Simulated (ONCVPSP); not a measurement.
**What one change does to a pseudopotential (Ru, ONCV)**

ONCVPSP 4.0.1 input, shortened (lines: element, Z, core and valence counts, functional; n l f; lmax; l rc ep ncon nbas qcut; lloc lpopt rc5 dvloc0; l nproj debl; icmod fcfact rcfact), PBEsol, scalar-relativistic:

```
  Ru 44.00    6    5  -116133      upf
    1    0    2.00
    2    0    2.00
    2    1    6.00
    3    0    2.00
    3    1    6.00
    3    2   10.00
    4    0    2.00
    4    1    6.00
    4    2    7.00
    5    0    0.75
    5    1    0.25
    2
    0    1.85    0.00    3    7    7.50
    1    1.75    0.00    3    6    9.20
    2    1.35    0.00    4    9    6.80
    4    3    1.05    1.00
    0    2    1.10
    1    3    3.10
    2    2    3.80
    3    2.50    1.25
```

All-electron outer shells of the reference configuration (PBEsol, scalar-relativistic, ld1.x):

```csv
shell,level (eV),outermost node (bohr),outermost maximum (bohr)
3p,-447.37,0.16,0.36
3d,-273.55,–,0.30
4s,-76.75,0.48,0.92
4p,-46.82,0.49,0.98
4d,-5.64,0.48,1.21
5s,-4.57,1.24,2.73
5p,-1.11,1.41,3.82
```

Change: s: rc 1.68.

Cutoffs: the cutoffs (Ha) at which the residual kinetic energy of the hardest occupied pseudo-wave falls to 1 and 0.1 mHa per electron; they do not see the model core or the augmentation charge, which bear on the density cutoff. Errors are all-electron minus pseudo energies relative to the spin-unpolarised reference configuration.

Question: How do hardness, ghosts and transferability respond?

Answer: The potential gets neither clearly harder nor softer (24 Ha and 105 Ha → 24 Ha and 105 Ha); of the 3 tests that both files solve, the error grows in 0 and shrinks in 1 by more than 15 % and 0.3 meV (median size 1.8 → 1.7 meV); neither file shows a bound ghost.

```csv
quantity,base,changed
"cutoff, loose",24 Ha,24 Ha
"cutoff, tight",105 Ha,105 Ha
loose cutoff by channel,"s 17 Ha, p 14 Ha, d 24 Ha","s 19 Ha, p 14 Ha, d 24 Ha"
bound ghosts,none,none
GHOST(+) flags under 300 eV,s at 176.2 eV,s at 213.3 eV
tests with a reliable result,3 of 4,3 of 4
"error for 4s2 4p6 4d7 5s1 5p0, meV [ΔE -0.86 eV]",+0.1,+0.1
"error for 4s2 4p6 4d7 5s0 5p0, meV [ΔE 6.44 eV]",-1.8,-1.7
"error for 4s1 4p6 4d7 5s1 5p0, meV [ΔE 81.78 eV]",-310,-232
p: phases at 1.77 bohr within 0.05 rad from the reference energy up to (Ha; the scan ends near 5),to the end of the scan,to the end of the scan
d: phases at 1.37 bohr within 0.05 rad from the reference energy up to (Ha; the scan ends near 5),to the end of the scan,to the end of the scan
"rms error of d²Exc/dni dnj with the model core, mHa",0.47,0.43
```
